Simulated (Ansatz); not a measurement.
Program: Ansatz. Geometries: PBE0-D4/def2-TZVP. ΔE: electronic, gas phase. CCSD(T)/CBS is the MP2 limit (def2-TZVPP, def2-QZVPP) plus CCSD(T) − MP2 in def2-TZVPP, frozen cores. This one scheme is used for every species. Functionals use def2-TZVPP. B3LYP here is the variant with VWN-RPA as its local correlation; programs differ in this. Elements past krypton have def2 core potentials. For Se, Sn outer-core shells are correlated without core-valence functions, which leaves a few kJ/mol of doubt a bond. Scalar relativity is left out up to krypton. One conformer a species, not always the lowest.

Consider the ligand exchange at the Sn–Se bond: `C[O][SnH2][SeH]` + H₂S → `C[O][SnH2][SH]` + H₂Se.

```
             level  ΔE (kcal/mol)  difference from CCSD(T)/CBS
         r2SCAN-D4            5.5                         -0.6
           PBE0-D4            5.7                         -0.4
          B3LYP-D4            5.8                         -0.3
           ωB97X-V            5.3                         -0.8
           ωB97M-V            5.5                         -0.6
            B2PLYP            5.4                         -0.7
               PBE            5.3                         -0.8
            r2SCAN            5.5                         -0.6
              PBE0            5.4                         -0.7
             B3LYP            5.3                         -0.8
SCS-MP2/def2-TZVPP            5.4                         -0.7
   CCSD/def2-TZVPP            5.3                         -0.8
CCSD(T)/def2-TZVPP            5.3                         -0.8
     HF/def2-QZVPP            5.2                         -0.9
SCS-MP2/def2-QZVPP            5.8                         -0.3
    CCSD/CBS(def2)            6.2                          0.1
       CCSD(T)/CBS            6.1                            0
```

Largest T1 diagnostic among the species: 0.013.
